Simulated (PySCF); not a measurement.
**TDDFT excited states: CH6AsGeN**

Compound: CH6AsGeN.
Z-matrix (Å and degrees, PBE0-D3(BJ)/def2-SVP geometry), rows numbered from 1:
```
N 
C   1  1.2683
Ge  2  1.9717  1  126.35
As  3  2.4295  2  111.96  1   111.55
H   1  1.0279  2  111.29  3     1.95
H   2  1.1069  1  116.97  3   178.26
H   3  1.5422  2  110.77  1  -127.98
H   3  1.5442  2  107.11  1    -8.18
H   4  1.5264  3   91.78  2   -43.56
H   4  1.5271  3   91.47  2    48.53
```

Level of theory: PySCF, TDDFT PBE0/def2-SVPD, vertical, gas phase, core orbitals frozen in the response. Relativistic effects, spin–orbit coupling among them, are left out although an element past zinc is present.

List the vertical singlet excitations with oscillator strengths and describe the spectrum.

```csv
state,E (eV),λ (nm),f,"main configurations (H = HOMO, L = LUMO)"
S1,4.28,289.8,0.013,"H→L (86%), H-1→L (8%)"
S2,5.85,211.9,0.032,"H-1→L (48%), H→L+1 (48%)"
S3,5.98,207.3,0.183,"H→L+1 (39%), H-1→L (25%), H→L+2 (9%)"
S4,6.11,202.9,0.019,H→L+2 (85%)
S5,6.24,198.8,0.0026,H→L+3 (79%)
S6,6.46,191.9,0.119,"H→L+4 (77%), H-2→L (8%)"
S7,6.82,181.7,0.111,H-2→L (74%)
S8,6.88,180.3,0.025,"H→L+5 (44%), H-1→L+1 (28%)"
S9,6.91,179.5,0.038,"H-1→L+1 (53%), H→L+5 (38%)"
S10,7.04,176.2,0.028,H-1→L+2 (82%)
```

Triplets, Tamm–Dancoff:

```
state  E (eV)  λ (nm)  main configurations (H = HOMO, L = LUMO)
   T1    3.44   359.9                                 H→L (86%)
   T2    4.67   265.7                  H-1→L (50%), H-4→L (23%)
   T3    5.16   240.2                  H→L+1 (38%), H-4→L (20%)
   T4    5.53   224.3   H→L+2 (55%), H-1→L+2 (19%), H→L+3 (12%)
```

The lowest singlet lies at 4.28 eV (290 nm, ultraviolet) and is weak; its leading configuration is HOMO→LUMO (86%). The most intense listed level is S3 at 5.98 eV (207 nm, f = 0.183), 1.70 eV above S1. Löwdin shares by element: HOMO nitrogen 35%, arsenic 22%, carbon 16%, germanium 12% (atoms not listed hold the other 15%); LUMO nitrogen 31%, carbon 31%, arsenic 15%, germanium 12%. Weighted by f, the mean energy of these states is 6.36 eV. Orbital energies (eV): HOMO-3 -9.64, HOMO-2 -8.98, HOMO-1 -8.03, HOMO -7.05, LUMO -1.14, LUMO+1 -0.14, LUMO+2 0.15. Of the 10 states listed, 9 reach f = 0.01 and none stays under 0.0005. No computed singlet lies in the visible range (380 to 750 nm); the lowest, at 290 nm, stands 1.02 eV above its violet end (3.26 eV). All these states lie below the vertical ionisation energy of 8.91 eV (ΔSCF). Singlets were solved by full linear response, triplets in the Tamm–Dancoff approximation.

One conformer stands for the species.
